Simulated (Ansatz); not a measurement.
The same path of BH4NO + ClH (9 atoms, charge 0, multiplicity 1) was run twice with different band settings. Lost on the way: B1–O2, Cl8–H9. Made: B1–Cl8, O2–H9.

Level of theory: RHF/def2-SVP in Ansatz.

Relaxed end points:

```xyz
9
Properties=species:S:1:pos:R:3
B -0.071 -0.469 -0.138
O -0.539 0.096 1.022
H -1.310 -0.318 1.372
N 1.067 0.061 -0.744
H 1.566 0.844 -0.373
H 1.450 -0.312 -1.586
H -0.642 -1.411 -0.622
Cl 1.224 2.681 2.020
H 0.409 1.713 1.814
```

```xyz
9
Properties=species:S:1:pos:R:3
B 0.266 0.677 -0.608
O -0.402 -0.266 2.424
H -1.336 -0.251 2.283
N 1.442 0.039 -0.944
H 1.450 -0.867 -1.365
H 2.347 0.405 -0.729
H -0.805 0.217 -0.859
Cl 0.327 2.289 0.187
H -0.135 0.641 2.376
```

Common settings: movable images 5; climbing image yes; optimiser quadratic models (default); start path through a guess of the saddle point; force threshold 0.05 eV/Å; iteration limit 60; end points relaxed.

| run | spring |
| --- | --- |
| 1 | 5.0 eV/Å² |
| 2 | 0.1 eV/Å² |

What does each run give, and how far can it be trusted?

Run 1: converged after 50 iterations, highest image 1.539 eV above the first end. The profile has 2 maxima (images 3, 5) with wells between them (image 4): this band takes more than one step, which may be the mechanism or a detour left from its start path. Neighbouring images differ by up to 1.4 eV, so the band resolves the path poorly. A vibrational analysis at the climbing image gives one clearly imaginary mode, 325i cm⁻¹: a first-order saddle point.
Run 2: converged after 20 iterations, highest image 1.539 eV above the first end. Neighbouring images differ by up to 1.4 eV, so the band resolves the path poorly. Another band between the same ends (5 images) ends at a top of the same energy, where a vibrational analysis finds 1 clearly imaginary mode.
The orbitals stay closed-shell, which can raise the energy where a bond breaks towards radicals; this wasn't checked here.
